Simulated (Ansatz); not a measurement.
`C[SiH]([AlH2])[SbH2]` + CH₄ → `C[SiH](C)[AlH2]` + `[SbH3]`  (formal exchange of groups at the Si–Sb bond)

Computed with Ansatz on PBE0-D4/def2-TZVP structures; ΔE is electronic, products minus reactants. CCSD(T)/CBS adds triple-zeta CCSD(T) − MP2 to the extrapolated MP2 energy (def2 sets, frozen cores). This one scheme is used for every species. DFT in def2-TZVPP. B3LYP here is the variant with VWN-RPA as its local correlation; programs differ in this. HSE06 is defined as in plane-wave codes. def2 core potentials past Kr. For Sb outer-core shells are correlated without core-valence functions, which leaves a few kJ/mol of doubt a bond.

```
             level  ΔE (kJ/mol)  difference from CCSD(T)/CBS
       LDA (SPW92)         88.8                         10.2
            PBE-D4         87.3                          8.7
           BLYP-D4         73.3                         -5.3
         r2SCAN-D4         80.9                          2.3
            B97M-V         69.3                         -9.3
           PBE0-D4         82.3                          3.7
          B3LYP-D4         71.0                         -7.6
        r2SCANh-D4         80.0                          1.4
        r2SCAN0-D4         78.7                          0.1
          HSE06-D4         82.9                          4.3
          BHLYP-D4         68.0                        -10.6
      CAM-B3LYP-D4         59.9                        -18.7
           ωB97X-V         63.4                        -15.2
           ωB97M-V         69.2                         -9.4
            B2PLYP         66.6                        -12.0
               PBE         81.6                          3.0
              BLYP         62.6                        -16.0
            r2SCAN         79.8                          1.2
              PBE0         77.2                         -1.4
             B3LYP         61.3                        -17.3
           r2SCANh         78.7                          0.1
           r2SCAN0         77.2                         -1.4
             HSE06         77.8                         -0.8
             BHLYP         55.4                        -23.2
         CAM-B3LYP         54.2                        -24.4
           LC-ωPBE         63.6                        -15.0
RPA@PBE/def2-TZVPP         61.6                        -17.0
       HF/def2-SVP         39.8                        -38.8
      MP2/def2-SVP         69.0                         -9.6
  CCSD(T)/def2-SVP         65.2                        -13.4
     HF/def2-TZVPP         37.4                        -41.2
SCS-MP2/def2-TZVPP         66.9                        -11.7
   CCSD/def2-TZVPP         61.4                        -17.2
CCSD(T)/def2-TZVPP         68.6                        -10.0
     HF/def2-QZVPP         37.2                        -41.4
    MP2/def2-QZVPP         83.8                          5.2
SCS-MP2/def2-QZVPP         71.8                         -6.8
      HF/CBS(def2)         37.1                        -41.5
     MP2/CBS(def2)         88.2                          9.6
    CCSD/CBS(def2)         71.4                         -7.2
       CCSD(T)/CBS         78.6                            0
```

Largest T1 diagnostic among the species: 0.014.

From PBE to PBE0 (25 % exact exchange), in def2-TZVPP and without D4, ΔE moves by −4.3 kJ/mol. In def2-TZVPP, CCSD(T) changes the Hartree–Fock value by +31.2 kJ/mol (the triples alone add +7.1 kJ/mol) and MP2 by +40.8 kJ/mol. Leaving LDA and LC-ωPBE aside and taking each functional with its dispersion term where it has one, the values spread over 27.4 kJ/mol, from CAM-B3LYP-D4 to PBE-D4. LDA lies +7.2 kJ/mol from PBE without D4.
